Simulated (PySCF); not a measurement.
## F(7+) (fluorine, charge +7): UHF calculation

Configuration: 1s2, closed-shell 1S. Calculation: PySCF 2.14, in an even-tempered Gaussian basis (17 s from 2.9 bohr⁻², ratio 2.2; 7 p from 4.5 bohr⁻², ratio 2.4; 4 d from 14 bohr⁻², ratio 2.4; 3 f from 20 bohr⁻², ratio 2.4; 3 g from 31 bohr⁻², ratio 2.4); scalar relativity by spin-free X2C-1e.

```
Total energy             : -75.560714 hartree
One-electron energy      : -80.9754 hartree
Hartree (Coulomb) energy : 10.8293 hartree
Exchange energy          : -5.4147 hartree
⟨S²⟩                     : 0.0000
⟨L²⟩                     : 0.000
Sum of ⟨r⟩               : 0.3472 bohr
Sum of ⟨r²⟩              : 0.08087 bohr²
```

```csv
shell,electrons,mean orbital energy (eV),"rms radius, mean of both spins (bohr)"
1s,2,-954.39,0.201
```
